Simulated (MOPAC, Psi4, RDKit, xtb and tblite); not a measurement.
Conformational energy of SMILES C(F)([SiH2]F)(F)F (CH₂F₄Si), singlet. Scanned: dihedral F1–Si2–C3–F4; all other coordinates were relaxed at B3LYP-D3(BJ)/def2-SVP. Heavy atoms are numbered in the order of the SMILES F[SiH2]C(F)(F)F, hydrogens after them in the order of the atoms that carry them; the mirror image has the same energies with the sign of each dihedral reversed.

Levels: UFF // B3LYP-D3(BJ)/def2-SVP (RDKit); GFN2-xTB, on its own relaxed geometries (the stored frames are those of B3LYP-D3(BJ)/def2-SVP) (xtb and tblite); PM6, restricted, heats of formation // B3LYP-D3(BJ)/def2-SVP (MOPAC); MP2/cc-pVTZ = DF-MP2 (frozen core)/cc-pVTZ // B3LYP-D3(BJ)/def2-SVP (Psi4).

Energies relative to the lowest point of each profile, in kcal/mol; the last columns give the difference from MP2:

```
φ / °   UFF  GFN2-xTB   PM6  MP2/cc-pVTZ  UFF − MP2/cc-pVTZ  GFN2-xTB − MP2/cc-pVTZ  PM6 − MP2/cc-pVTZ
-----  ----  --------  ----  -----------  -----------------  ----------------------  -----------------
0      2.18      0.45  0.49         1.73               0.45                   -1.29              -1.24
10     2.01      0.42  0.45         1.61               0.40                   -1.20              -1.16
20     1.56      0.33  0.38         1.30               0.26                   -0.96              -0.92
30     1.00      0.22  0.26         0.85               0.15                   -0.63              -0.59
40     0.47      0.11  0.13         0.43               0.04                   -0.32              -0.30
50     0.17      0.03  0.04         0.12               0.05                   -0.09              -0.08
60     0.00      0.00  0.01         0.00               0.00                    0.00               0.01
70     0.07      0.03  0.00         0.09              -0.01                   -0.06              -0.09
80     0.71      0.10  0.09         0.41               0.31                   -0.30              -0.32
90     1.17      0.21  0.20         0.81               0.36                   -0.60              -0.61
100    1.65      0.33  0.32         1.27               0.38                   -0.94              -0.94
110    2.08      0.41  0.44         1.58               0.50                   -1.17              -1.14
```

UFF is furthest from MP2/cc-pVTZ at 110 (0.50 kcal/mol, above); its mean absolute difference over the points is 0.24 kcal/mol.

GFN2-xTB is furthest from MP2/cc-pVTZ at 0 (-1.29 kcal/mol, below); its mean absolute difference over the points is 0.63 kcal/mol.

PM6 is furthest from MP2/cc-pVTZ at 0 (-1.24 kcal/mol, below); its mean absolute difference over the points is 0.62 kcal/mol.
